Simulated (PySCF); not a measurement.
Ionisation energy of V⁺ by level of theory

V⁺ [Ar] 3d4 (5D) → V²⁺ [Ar] 3d3 (4F), as a difference of total energies. Computed with PySCF 2.14 in x2c-TZVPall, with the spin-free X2C one-electron Hamiltonian (Gaussian nucleus). Correlated levels: valence: [Ar] frozen. The calculations carry no spin-orbit coupling.

```tsv
method	ionisation energy (eV)	difference from reference (eV)
UHF	13.207	-1.427
MN15	15.142	+0.508
MP2 (valence)	13.854	-0.780
SCS-MP2 (valence)	13.423	-1.211
```

Reference: 14.634 ± 0.007 eV (measured; NIST Atomic Spectra Database, ionization energies).

The reference lies between the lowest fine-structure levels, while these numbers refer to the centres of the terms.

Errors of the correlated levels include the incompleteness of this basis and the frozen core.
